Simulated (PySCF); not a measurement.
# Radial density of Ru⁻ (ruthenium, charge -1)

B3LYP, [Kr] 4d7 5s2, high-spin 4F determinant. Computed with PySCF 2.14 in aug-cc-pVTZ-PP with ECP28MDF (6s6p5d3f2g, 88 functions), with scalar relativity through the core potential. This is the valence pseudo-density: the core potential removes the inner electrons and smooths the orbitals near the nucleus.

```csv
r (bohr),4πr²ρ (e/bohr),4πr²(ρα − ρβ)
0.0314,2.492e-05,0.0000
0.0528,5.908e-05,0.0000
0.0888,0.0001945,0.0000
0.149,0.001659,0.0003
0.251,0.02660,0.0045
0.423,0.7076,0.0857
0.711,8.554,0.9010
1.20,12.06,2.0734
2.01,3.504,1.0943
3.38,0.9708,0.1827
5.69,0.2177,-0.0161
9.57,0.03134,-0.0114
16.1,0.0007826,-0.0004
```

Energies and moments cover only the electrons outside the core potential. At B3LYP the highest occupied level has a positive energy, so only the finite basis holds that electron; in a semilocal or global hybrid functional this comes from self-interaction and does not mean that the real anion is unbound.

Problem. Where is the radial spin density 4πr²(ρα − ρβ) most negative, and why is it negative at all?

Solution. Around r = 5.69 bohr, down to -0.0161 e/bohr: exchange with the open shell polarises the paired shells in an unrestricted calculation.
